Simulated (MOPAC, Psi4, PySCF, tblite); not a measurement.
Two rigid molecules brought together: F2Mg ··· H4OSi (SMILES [F][Mg][F] and O[SiH3]). Monomers: optimised at B3LYP-D3(BJ) (def2-TZVP), held rigid. Orientation: lowest of the rigid-body minima from ten starts at GFN2-xTB. The monomers approach along the line of their centres of mass (distance R); nothing else relaxes.

Geometry at R = 3.05 Å (first 3 atoms: monomer A):
```
9

Mg     0.0000     0.0001     0.0002
F     -0.2133     1.3807    -1.0542
F      0.2133    -1.3808     1.0540
Si     1.8085     1.7010     2.5819
O      0.9782     1.3155     1.2061
H      1.1679     2.8241     3.3106
H      1.7897     0.4851     3.4179
H      3.2103     2.0872     2.2846
H      0.8787     1.9852     0.5258
```

- GFN2-xTB (tblite)
- RKS-LDA (SVWN5)/6-31G* = restricted LDA (SVWN5)/6-31G*, spherical d, no counterpoise correction (PySCF)
- SCS-MP2/aug-cc-pVTZ = DF-SCS-MP2/aug-cc-pVTZ, frozen core, counterpoise-corrected (Psi4)
- HF/aug-cc-pVTZ, counterpoise-corrected (Psi4)
- PM3, restricted, heats of formation (MOPAC)

Interaction energies in kJ/mol (negative: bound); R is the distance of the centres of mass, d the F2···H9 distance.

| R / Å | d / Å | GFN2-xTB | RKS-LDA (SVWN5)/6-31G* | SCS-MP2/aug-cc-pVTZ | HF/aug-cc-pVTZ | PM3 |
|---|---|---|---|---|---|---|
| 2.84 | 1.81 | -121.01 | -99.78 | -33.20 | -43.13 | -113.24 |
| 3.05 | 2.01 | -132.50 | -119.48 | -66.90 | -72.91 | -76.99 |
| 3.29 | 2.25 | -126.48 | -106.48 | -66.56 | -69.69 | -69.72 |
| 3.42 | 2.37 | -119.37 | -94.74 | -60.51 | -62.67 | -74.92 |
| 3.77 | 2.72 | -95.59 | -64.15 | -41.57 | -42.47 | 5.61 |
| 4.04 | 2.98 | -77.29 | -46.07 | -29.72 | -30.34 | 43.59 |
| 4.57 | 3.51 | -47.03 | -23.65 | -15.27 | -15.76 | 24.46 |
| 5.25 | 4.18 | -22.50 | -10.32 | -6.94 | -7.32 | 7.05 |
| 6.27 | 5.20 | -6.83 | -3.19 | -2.53 | -2.76 | 0.49 |
| 7.52 | 6.44 | -2.04 | -0.74 | -0.92 | -1.03 | -0.58 |

Lowest grid point: GFN2-xTB -132.50 kJ/mol at R = 3.05 Å; RKS-LDA (SVWN5)/6-31G* -119.48 kJ/mol at R = 3.05 Å; SCS-MP2/aug-cc-pVTZ -66.90 kJ/mol at R = 3.05 Å; HF/aug-cc-pVTZ -72.91 kJ/mol at R = 3.05 Å; PM3 -113.24 kJ/mol at R = 2.84 Å.
